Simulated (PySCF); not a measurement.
Working out the excitation energy of As

As [Ar] 3d10 4s2 4p3 (4S) → As [Ar] 3d10 4s1 4p4 (4P). All numbers are calculated (PySCF 2.14, scalar relativity through the core potential, in aug-cc-pwCVDZ-PP with ECP10MDF (6s5p4d1f, 48 functions)). Frozen: 3s2 3p6 3d10. Energies in hartree (1 hartree = 27.21139 eV):

| part | As (lower) | As (upper) |
| --- | --- | --- |
| UHF | -331.198331 | -330.881329 |
| CCSD correlation | -0.075932 | -0.093731 |
| (T) | -0.001408 | -0.006458 |

Problem. What does Hartree-Fock give?

Solution. (-330.881329) − (-331.198331) = 0.317002 hartree = 8.626 eV.

Problem. What do CCSD and CCSD(T) give?

Solution. The CCSD correlation energies differ by -0.017799 hartree = -0.484 eV and the triples by -0.005050 hartree = -0.137 eV, so CCSD gives 8.142 eV and CCSD(T) 8.005 eV.

A double-zeta basis recovers only part of the correlation energy.

The coupled-cluster amplitudes are large, so a single reference is strained.
